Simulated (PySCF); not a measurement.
**Radial density of Cs (caesium, neutral)**

UHF, [Xe] 6p1, 2P determinant (an excited configuration). Calculation: PySCF 2.14, in ANO-RCC-VTZP (8s7p4d2f1g, 72 functions); the spin-free X2C one-electron Hamiltonian (Gaussian nucleus).

| r (bohr) | 4πr²ρ (e/bohr) | 4πr²(ρα − ρβ) |
| --- | --- | --- |
| 0.0209 | 71.04 | 0.0002 |
| 0.0351 | 62.14 | 0.0006 |
| 0.0591 | 82.16 | 0.0010 |
| 0.0994 | 87.19 | 0.0001 |
| 0.167 | 68.48 | 0.0012 |
| 0.281 | 70.42 | 0.0009 |
| 0.473 | 26.52 | 0.0033 |
| 0.795 | 26.89 | 0.0004 |
| 1.34 | 7.688 | 0.0137 |
| 2.25 | 3.780 | 0.0020 |
| 3.79 | 0.3629 | 0.0313 |
| 6.37 | 0.1487 | 0.1466 |
| 10.7 | 0.07509 | 0.0751 |
| 18.0 | 0.002604 | 0.0026 |

Densities and radii are taken from the X2C orbitals without a picture-change correction, which distorts them close to the nucleus.

Spin-orbit coupling, absent here, splits the open shell strongly.
